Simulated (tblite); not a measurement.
Task: Give a GFN2-xTB geometry of `N[Si@@H]1COC[SiH2]N1`.

Result: 
```
atom  x, y, z in Å
N1     2.4619   -0.7511   -0.1370
Si2    1.1106   -0.4020    0.8776
C3    -0.3329   -1.5163    0.3317
O4    -1.6036   -0.9640    0.6299
C5    -1.9451    0.1498   -0.1801
Si6   -1.0077    1.7381    0.3066
N7     0.6289    1.2252    0.5203
H8     2.7808   -1.7031   -0.2066
H9     3.2547   -0.1311   -0.1015
H10    1.3371   -0.5380    2.3279
H11   -0.2800   -1.7468   -0.7422
H12   -0.3139   -2.4670    0.8676
H13   -1.7821   -0.1087   -1.2361
H14   -3.0210    0.2764   -0.0428
H15   -1.0465    2.7185   -0.7838
H16   -1.5672    2.2878    1.5483
H17    1.3192    1.9444    0.6597
```

Orientation and origin are arbitrary. Atoms count from 1 in this order. Si2 (SiH silicon) is distorted tetrahedral (angles from 106.2° to 116.1°). Si6 (SiH2 silicon) is distorted tetrahedral (angles from 104.5° to 111.6°). N1 (silicon-bound nitrogen) is pyramidal (angles 118.7°, 118.1° and 109.6°, sum 346.4°, 0.25 Å off the plane of its three neighbours). The 6-membered ring Si2–C3–O4–C5–Si6–N7 has internal angles of 104.5° to 124.5°; it is puckered, 0.22 Å rms from its mean plane, widest ring torsion 75°.

Bonds between heavy atoms (Å): N1–Si2 1.725, Si2–C3 1.903, C3–O4 1.417, O4–C5 1.419, C5–Si6 1.907, Si6–N7 1.728, Si2–N7 1.734.

Structure optimised with GFN2-xTB, isolated species.

Point group: C1 (no symmetry element, even within 0.4 Å). Its GFN2-xTB frequencies are all real (lowest 45 cm⁻¹). The numbers are those of one conformer (H–N1–Si2–C3 -55° and 169°, N1–Si2–C3–O4 -154°, Si2–C3–O4–C5 71°, C3–O4–C5–Si6 -75°, O4–C5–Si6–N7 45°).

The run took 1.6 s of wall time on one thread of an Arm Neoverse N1 (shared host). These figures are those of the optimisation.

All values are computed, not measured.
